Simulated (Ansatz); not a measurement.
Reaction (cleavage of the Si–Si bond): `O[SiH2][Si](O)(Cl)Cl` + H–F → `O[SiH2]F` + `O[SiH](Cl)Cl`

Computed with Ansatz on PBE0-D4/def2-TZVP structures; ΔE is electronic, products minus reactants. CCSD(T)/CBS is the MP2 limit (def2-TZVPP, def2-QZVPP) plus CCSD(T) − MP2 in def2-TZVPP, frozen cores. This one scheme is used for every species. Functionals use def2-TZVPP. B3LYP here is the variant with VWN-RPA as its local correlation; programs differ in this. Each species was taken in one conformer, which may not be the lowest.

`O[SiH2][Si](O)(Cl)Cl`:

```xyz
10

O     2.042    1.007   -0.001
Si    0.721    0.715   -0.939
Si   -0.977   -0.287    0.324
O    -0.301   -1.545    1.114
Cl   -1.822    1.001    1.685
Cl   -2.508   -0.937   -0.885
H     2.397    0.273    0.504
H     0.260    2.025   -1.454
H     1.021   -0.198   -2.077
H    -0.833   -2.055    1.730
```

H–F:

```xyz
2

F    -0.111    0.189    0.404
H     0.111   -0.189   -0.404
```

`O[SiH2]F`:

```xyz
6

O     0.265    0.352   -1.194
Si   -0.254   -0.115    0.279
F     0.076    0.995    1.378
H     1.206    0.364   -1.375
H    -1.719   -0.245    0.181
H     0.426   -1.351    0.731
```

`O[SiH](Cl)Cl`:

```xyz
6

O    -0.527   -1.227    0.119
Si   -0.078    0.294   -0.218
Cl    1.864    0.370   -0.843
Cl   -0.239    1.493    1.427
H    -0.057   -1.717    0.796
H    -0.963    0.786   -1.280
```

```
             level  ΔE (kcal/mol)  difference from CCSD(T)/CBS
            PBE-D4          -32.8                          6.1
         r2SCAN-D4          -38.9                          0.0
           PBE0-D4          -34.7                          4.2
          B3LYP-D4          -37.9                          1.0
           ωB97X-V          -39.1                         -0.2
           ωB97M-V          -40.3                         -1.4
            B2PLYP          -41.5                         -2.6
               PBE          -34.9                          4.0
            r2SCAN          -39.5                         -0.6
              PBE0          -36.6                          2.3
             B3LYP          -41.4                         -2.5
     HF/def2-TZVPP          -47.2                         -8.3
    MP2/def2-TZVPP          -40.5                         -1.6
SCS-MP2/def2-TZVPP          -42.0                         -3.1
   CCSD/def2-TZVPP          -40.7                         -1.8
CCSD(T)/def2-TZVPP          -39.5                         -0.6
     HF/def2-QZVPP          -47.9                         -9.0
    MP2/def2-QZVPP          -40.4                         -1.5
SCS-MP2/def2-QZVPP          -41.9                         -3.0
      HF/CBS(def2)          -48.0                         -9.1
     MP2/CBS(def2)          -39.9                         -1.0
    CCSD/CBS(def2)          -40.1                         -1.2
       CCSD(T)/CBS          -38.9                            0
```

Largest T1 diagnostic among the species: 0.011.

In def2-TZVPP, CCSD(T) changes the Hartree–Fock value by +7.7 kcal/mol (the triples alone add +1.2 kcal/mol) and MP2 by +6.7 kcal/mol. The D4 term adds +3.4 kcal/mol with B3LYP and +2.0 kcal/mol with PBE0; it sums over pairs of atoms, weighted by their polarisabilities, and B3LYP, whose exchange is more repulsive, gets the larger term.
